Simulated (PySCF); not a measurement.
**Diatomic cations of F with group 13**

PBE with triple-zeta basis sets in PySCF, for the lowest determinant that a PBE0 search found; no spin–orbit coupling. De refers to high-spin ground-configuration atoms (the charge goes to the atom of lower measured ionisation energy or higher electron affinity, which is not always the lowest computed limit). A positive dipole points towards F; it is taken about the centre of mass and depends on that origin.

```
 M        basis  charged atom  state (unpaired electrons)  Re (Å)  ωe (cm⁻¹)  De (eV)  μ (D)
 B      cc-pVTZ            B+               doublet (σ ↑)   1.224       1644     5.99  -3.28
Al  def2-TZVPPD           Al+               doublet (σ ↑)   1.623        882     3.52  -5.19
Ga  def2-TZVPPD           Ga+               doublet (σ ↑)   1.733        663     1.86  -3.38
In  def2-TZVPPD           In+               doublet (σ ↑)   1.945        533     1.41  -3.38
```

Q: By what factor does the harmonic wavenumber vary along the series?

A: At PBE it runs from 533 cm⁻¹ (InF⁺) to 1644 cm⁻¹ (BF⁺), a factor of 3.08.

The rows differ in basis set, which adds steps of its own.

Down a group the atoms grow and get heavier, so bonds lengthen and wavenumbers fall; this series shows no clear exception.

Spin–orbit coupling is left out, which matters for elements this heavy, above all for dissociation energies. For an ion De counts to the pair picked by the measured ionisation energies or electron affinities, which need not be the lowest pair at this level. States were picked by a PBE0 search and need not be the measured ground states.
